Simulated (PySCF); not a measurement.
## Er⁵⁸⁺: ionisation energy

Er⁵⁸⁺ [Ne] (1S) → Er⁵⁹⁺ [He] 2s2 2p5 (2P), as a difference of total energies. Calculation: PySCF 2.14, in an uncontracted even-tempered set (19 s from 35 bohr⁻², ratio 2.2; 13 p from 46 bohr⁻², ratio 2.2; 6 d from 180 bohr⁻², ratio 2.4; 5 f from 280 bohr⁻², ratio 2.4; 4 g from 410 bohr⁻², ratio 2.4); the spin-free X2C one-electron Hamiltonian (Gaussian nucleus). Correlated levels: nothing frozen; virtual orbitals above 40 to 60 times the deepest correlated orbital energy dropped. The calculations carry no spin-orbit coupling.

```json
{"method": "UHF", "ionisation energy (eV)": "13226.7"}
{"method": "LDA", "ionisation energy (eV)": "13220.9"}
{"method": "PBE", "ionisation energy (eV)": "13222.2"}
{"method": "PBE0", "ionisation energy (eV)": "13223.8"}
{"method": "r2SCAN", "ionisation energy (eV)": "13227.9"}
{"method": "TPSSh", "ionisation energy (eV)": "13223.1"}
{"method": "SCS-MP2 (all electrons)", "ionisation energy (eV)": "13228.4"}
```

Estimate what MP2 (all electrons) gives.

13228.6 eV, closest to SCS-MP2 (all electrons) among the rows shown.

Estimate what MN15 gives.

13231.9 eV, closest to SCS-MP2 (all electrons) among the rows shown.

A first-order spin-orbit estimate (lowest level to lowest level, LS coupling) adds -295.5 eV.

For this ion Breit and QED terms and the two-electron picture change, all absent here, outweigh the differences among the correlated methods.

For comparison: 12918 ± 6 eV (theoretical estimate listed by NIST; NIST Atomic Spectra Database, ionization energies).
